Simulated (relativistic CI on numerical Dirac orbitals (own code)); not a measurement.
**Electric-dipole transitions in Ir30+**

Method of calculation: Dirac-Coulomb-Breit CI, KLI orbitals optimised for each configuration, model QED (radiative potential, 1s self-energy scaled to tabulated hydrogen-like ionisation energies), unscaled Slater integrals (own radial code, finite nucleus).

Configuration list (outside the closed core [Ar] 3d10): 4s2.4p6.4d10.4f, 4s2.4p6.4d9.4f2, 4s2.4p6.4d10.5s, 4s2.4p6.4d10.5p, 4s2.4p5.4d10.4f2, 4s2.4p6.4d10.5d, 4s.4p6.4d10.4f2, 4s2.4p6.4d9.4f.5s, 4s2.4p4.4d10.4f3, 4s2.4p6.4d9.5s2, 4s2.4p6.4d10.5f, 4s2.4p6.4d8.4f2.5s, 4s2.4p6.4d9.4f.5p, 4s2.4p6.4d9.5s.5p, 4s2.4p6.4d10.6s, 4s2.4p6.4d10.5g. Levels of other configurations are missing.

| λ vac (Å) | Lower | Upper | A (s⁻¹) | log gf | S velocity/length |
| --- | --- | --- | --- | --- | --- |
| 43.579 | 4s2.4p6.4d10.4f 2F°_5/2 [1] | 4s2.4p6.4d9.4f2 2F_5/2 [110] | 7.65e+12 | 1.12 | 0.66 |
| 43.784 | 4s2.4p6.4d10.4f 2F°_7/2 [2] | 4s2.4p6.4d9.4f2 2F_7/2 [112] | 7.50e+12 | 1.24 | 0.66 |
| 43.924 | 4s2.4p6.4d10.4f 2F°_7/2 [2] | 4s2.4p6.4d9.4f2 2D_5/2 [111] | 7.15e+12 | 1.09 | 0.65 |
| 43.964 | 4s2.4p6.4d10.4f 2F°_5/2 [1] | 4s2.4p6.4d9.4f2 2D_3/2 [109] | 7.14e+12 | 0.92 | 0.65 |
| 45.688 | 4s2.4p6.4d10.4f 2F°_7/2 [2] | 4s2.4p6.4d9.4f2 2G_9/2 [108] | 4.59e+12 | 1.16 | 0.67 |
| 46.275 | 4s2.4p6.4d10.4f 2F°_5/2 [1] | 4s2.4p6.4d9.4f2 2G_7/2 [107] | 4.34e+12 | 1.05 | 0.67 |
| 57.768 | 4s2.4p6.4d9.4f2 4I_15/2 [37] | 4s2.4p5.4d10.4f2 4H°_13/2 [178] | 5.79e+11 | 0.61 | 0.83 |
| 57.877 | 4s2.4p6.4d9.4f2 2L_17/2 [33] | 4s2.4p5.4d10.4f2 2K°_15/2 [174] | 8.31e+11 | 0.82 | 0.83 |
| 57.907 | 4s2.4p6.4d9.4f2 2K_15/2 [52] | 4s2.4p5.4d10.4f2 2I°_13/2 [190] | 6.36e+11 | 0.65 | 0.83 |
| 57.998 | 4s2.4p6.4d9.4f2 2K_13/2 [8] | 4s2.4p5.4d10.4f2 2I°_11/2 [152] | 8.48e+11 | 0.71 | 0.84 |
| 58.018 | 4s2.4p6.4d9.4f2 4I_13/2 [26] | 4s2.4p5.4d10.4f2 4H°_11/2 [168] | 6.16e+11 | 0.57 | 0.83 |
| 58.092 | 4s2.4p6.4d9.4f2 4G_9/2 [9] | 4s2.4p5.4d10.4f2 4G°_9/2 [151] | 2.40e+11 | 0.08 | 0.88 |
| 58.103 | 4s2.4p6.4d9.4f2 4K_15/2 [15] | 4s2.4p5.4d10.4f2 4I°_13/2 [161] | 8.32e+11 | 0.77 | 0.84 |
| 58.127 | 4s2.4p6.4d9.4f2 4F_3/2 [4] | 4s2.4p5.4d10.4f2 4G°_5/2 [142] | 3.86e+11 | 0.07 | 0.83 |
| 58.143 | 4s2.4p6.4d9.4f2 4F_7/2 [6] | 4s2.4p5.4d10.4f2 4G°_7/2 [145] | 3.14e+11 | 0.10 | 0.86 |
| 58.175 | 4s2.4p6.4d9.4f2 4K_17/2 [20] | 4s2.4p5.4d10.4f2 4I°_15/2 [164] | 8.18e+11 | 0.82 | 0.84 |
| 58.485 | 4s2.4p6.4d9.4f2 2I_13/2 [35] | 4s2.4p5.4d10.4f2 2H°_11/2 [171] | 5.57e+11 | 0.54 | 0.84 |
| 58.490 | 4s2.4p6.4d9.4f2 4H_13/2 [21] | 4s2.4p5.4d10.4f2 4G°_11/2 [163] | 6.67e+11 | 0.61 | 0.84 |
| 59.042 | 4s2.4p6.4d9.4f2 4G_9/2 [9] | 4s2.4p5.4d10.4f2 4G°_7/2 [145] | 2.97e+11 | 0.09 | 0.84 |
| 132.31 | 4s2.4p6.4d10.5s 2S_1/2 [3] | 4s2.4p6.4d10.5p 2P°_3/2 [106] | 1.19e+11 | 0.10 | 0.73 |

Terms are leading LS components. Brackets give the number of a level in order of energy, since labels repeat. The list gives strong lines, with weight on those to low levels, among the lowest 200 of 1871 levels, so that lines to higher ones, which can be the strongest, are missing. Levels whose partners in the same complex of configurations lie outside the list can be far off, and so can their lines. Rates are taken at the computed energies, electric ones in the length gauge. A velocity-to-length ratio far from 1 marks an uncertain rate.

At this charge energies of transitions that change n are usually good to better than 1 %, and those within a shell (Δn = 0) to a few per cent.

LS names give the leading component of a level, which can be under half, so a name can repeat, a term be missing and a line seem to break the LS rules.
